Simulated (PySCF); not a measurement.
## Spin-rotation constants: SMILES c1ccc(C(=O)Br)cc1F, C₇H₄BrFO

Geometry:
| atom | x (Å) | y (Å) | z (Å) |
| --- | --- | --- | --- |
| O1 | 2.903 | 1.286 | -0.056 |
| C2 | 2.299 | 0.272 | 0.050 |
| Br3 | 3.346 | -1.381 | 0.300 |
| C4 | 0.848 | 0.087 | 0.019 |
| C5 | 0.084 | 1.246 | -0.155 |
| C6 | -1.295 | 1.174 | -0.197 |
| C7 | -1.934 | -0.048 | -0.067 |
| C8 | -1.164 | -1.187 | 0.104 |
| F9 | -1.780 | -2.373 | 0.229 |
| C10 | 0.216 | -1.147 | 0.149 |
| H11 | 0.592 | 2.193 | -0.255 |
| H12 | -1.877 | 2.072 | -0.331 |
| H13 | -3.009 | -0.130 | -0.097 |
| H14 | 0.771 | -2.062 | 0.284 |

Method used: PySCF 2.14.0, GIAO B3LYP/pcSseg-1 magnetisability, rotational g tensor and spin-rotation constants, non-relativistic, gas phase. Geometry: GFN2-xTB.

The calculation is non-relativistic, which matters for the atoms heavier than Zn.

(1) Give the nuclear spin-rotation constants along the inertial axes (H = +C I·J) beside the isotropic shieldings.

## Answers

(1) Rotational constants 1.7694, 0.5526, 0.4211 GHz. A star marks the isotopologue with that one atom substituted, in its own axes.
```
atom  isotope  Caa (kHz)  Cbb (kHz)  Ccc (kHz)  mean (kHz)  σ (ppm)
 Br3     79Br      3.882      1.157      1.092       2.044   1622.3
  F9      19F      2.582      0.657      0.267       1.169    280.4
 H11       1H     -0.124      0.047     -0.044      -0.040     23.8
 H12       1H     -0.037      0.014     -0.043      -0.022     24.2
 H13       1H      0.193     -0.057     -0.045       0.030     24.3
 H14       1H     -0.040      0.025     -0.044      -0.020     23.3
  O1     17O*     -1.218     -0.448     -0.059      -0.575   -271.2
  C2     13C*      0.876      0.212      0.142       0.410     -5.7
  C4     13C*      0.849      0.206      0.065       0.373     41.6
  C5     13C*      0.677      0.266      0.045       0.329     48.9
  C6     13C*      0.743      0.247      0.049       0.346     45.8
  C7     13C*      0.819      0.202      0.054       0.358     51.9
  C8     13C*      0.699      0.284      0.104       0.362      7.2
 C10     13C*      0.705      0.238      0.057       0.333     51.2
```
For the geometry as given, no vibrational averaging.
